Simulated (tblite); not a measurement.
A tight-binding relaxation on `C[C+]=[C]CCC(F)=C=S` [radical].

Computed with GFN2-xTB geometry optimisation, gas phase (tblite 0.8.0). Start geometry: from a force field or distance geometry. The input is one job of a driver script: a line of settings, then coordinates in Å.

Command:
```bash
OMP_NUM_THREADS=1 python probes_run.py task.json out
```

Input:
```
{"job": {"kind": "relax", "xc": "GFN2-xTB", "basis": "xTB"}, "charge": 1, "multiplicity": 2}
C      3.284600     0.241700     0.928700
C      1.872600    -0.206200     0.742300
C      0.627200    -0.417500     0.429300
C     -0.019600     0.512200    -0.568000
C     -1.331400    -0.039000    -1.066800
C     -2.302900    -0.235800     0.034400
F     -1.995600    -1.086500     1.066900
C     -3.452800     0.391600     0.080400
S     -4.883500     1.153500     0.107400
H      3.247600     1.199500     1.501300
H      3.792000    -0.535000     1.524000
H      3.712500     0.388700    -0.052900
H     -0.237100     1.459800    -0.000600
H      0.685800     0.708700    -1.393300
H     -1.232500    -0.997700    -1.590400
H     -1.774500     0.738400    -1.754000
```

Problem. Give the output.

Solution. 
```
step      E/eV     max force
  0    -704.08278    6.377
  1    -704.47628    7.910
  2    -704.81383    3.064
  3    -704.90896    3.174
  4    -705.01714    0.912
  5    -705.08406    0.627
  6    -705.13326    0.698
  7    -705.20318    0.765
  8    -705.25189    0.712
  9    -705.29789    0.557
... (99 lines left out)
109    -706.10131    0.079
110    -706.10173    0.059
111    -706.10194    0.044
112    -706.10205    0.031
113    -706.10215    0.024
114    -706.10224    0.052
115    -706.10230    0.021
116    -706.10234    0.014
117    -706.10236    0.010
118    -706.10238    0.009
```

«max force» is the largest atomic force in eV/Å.

Problem. From which step on does the largest force stay under 0.1 eV/Å, and how much energy is left to gain from there?

Solution. From step 78 (0.056 eV/Å), 10.2 meV above the end.

Main results: energy lowered by 46.6 kcal/mol over 118 steps; largest atomic force 0.009 eV/Å at the end.

Problem. Give the final coordinates.

Solution. 0.825 Å rms from the input after alignment:
```
atom  x, y, z in Å
C1     2.9374   -0.0873    1.2545
C2     1.8397    0.3121    0.4382
C3     0.9235    0.6648   -0.2730
C4    -0.1869    1.0411   -1.0995
C5    -1.2855   -0.0684   -1.1599
C6    -1.8838   -0.2684    0.1808
F7    -1.0914   -0.8557    1.0778
C8    -3.0940    0.1570    0.5389
S9    -4.5277    0.6133    0.8638
H10    3.1098    0.6345    2.0521
H11    2.7277   -1.0643    1.6960
H12    3.8381   -0.1863    0.6455
H13   -0.6213    1.9800   -0.7463
H14    0.1667    1.1814   -2.1254
H15   -0.8106   -1.0004   -1.4755
H16   -2.0493    0.2230   -1.8791
```

On Arm Neoverse V2, one thread, shared host with 96 logical CPUs at a one-minute load of 28, this took 0.7 s of wall time.
Labels such as C1 count atoms from 1, the log's own numbers from 0.
